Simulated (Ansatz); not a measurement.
Abridged output of a molecular run in Ansatz:

```
Functional definition: HF
  name "HF"
  cite "Fock, Z. Phys. 61, 126 (1930) doi:10.1007/BF01340294"
  parent pbe
  exchange = exact_x
  correlation = 0
1442 factors; integrals over basis functions are off by at most 9.7e-4 eV
mean field evaluation 1: about -22298.0546 eV, gradient 3.7e1 eV
mean field evaluation 2: about -22298.3891 eV, gradient 3.8e1 eV
mean field evaluation 4: about -22301.8158 eV, gradient 4.1e0 eV
mean field evaluation 8: about -22301.8792 eV, gradient 2.9e-1 eV
mean field evaluation 64: about -22293.6056 eV, gradient 9.3e-3 eV
mean field -22301.87970890 eV, -819.5789625450 hartree, gradient 7.4e-6 eV, S^2 0.000000; 1 other end points of the search recorded, 0 dependent functions left out; unrestricted orbitals would lower it
13 core orbitals not correlated: weight in the atoms' cores, before any rotation towards them, 1.000 or more for the frozen orbitals, at most 0.000 for the correlated occupied ones
reference -22301.87970890 eV, -819.5789625450 hartree; 14, 14 occupied and 220, 220 virtual orbitals, 1442 factors
second order -22.24852789 eV of doubles, -0.00000000 eV of singles
cycle   1  -22.55045878 eV  change   -3.0e-1 eV  update   1.1e-1
cycle   2  -23.18897026 eV  change   -6.4e-1 eV  update   3.5e-2
cycle   3  -23.32621959 eV  change   -1.4e-1 eV  update   1.7e-2
cycle   4  -23.31910213 eV  change    7.1e-3 eV  update   4.5e-3
cycle   5  -23.32005890 eV  change   -9.6e-4 eV  update   2.2e-3
cycle   6  -23.32083775 eV  change   -7.8e-4 eV  update   6.2e-4
cycle   7  -23.32068030 eV  change    1.6e-4 eV  update   3.1e-4
cycle   8  -23.32065068 eV  change    3.0e-5 eV  update   1.5e-4
cycle   9  -23.32069528 eV  change   -4.5e-5 eV  update   8.0e-5
cycle  10  -23.32066685 eV  change    2.8e-5 eV  update   4.5e-5
cycle  11  -23.32065527 eV  change    1.2e-5 eV  update   1.9e-5
perturbative correction -1.15281607 eV, -0.0423652093 hartree
Total energy: -22326.35318024 eV, -820.4783460281 hartree
```

Its atoms:

Cartesian coordinates in Å:
```
N 1.002 -0.638 1.534
Si 0.615 -0.761 -0.124
C -0.618 0.466 -0.736
C -1.458 1.431 -0.779
S -1.398 0.785 -2.447
H 1.601 0.094 1.878
H 0.368 -0.965 2.244
H 1.840 -0.536 -0.928
H 0.024 -2.093 -0.389
H -1.976 2.216 -0.254
```

Question: Which basis set was used?
A. cc-pV(D+d)Z
B. cc-pV(Q+d)Z
C. def2-TZVPP
D. def2-SVPD

Answer: C. It gives 247 functions.

Question: Write the keys of the input that set method, charge and spin (a neutral closed shell needs none for the last two).

Answer: 
```yaml
correlation: {method: ccsd_t}
```
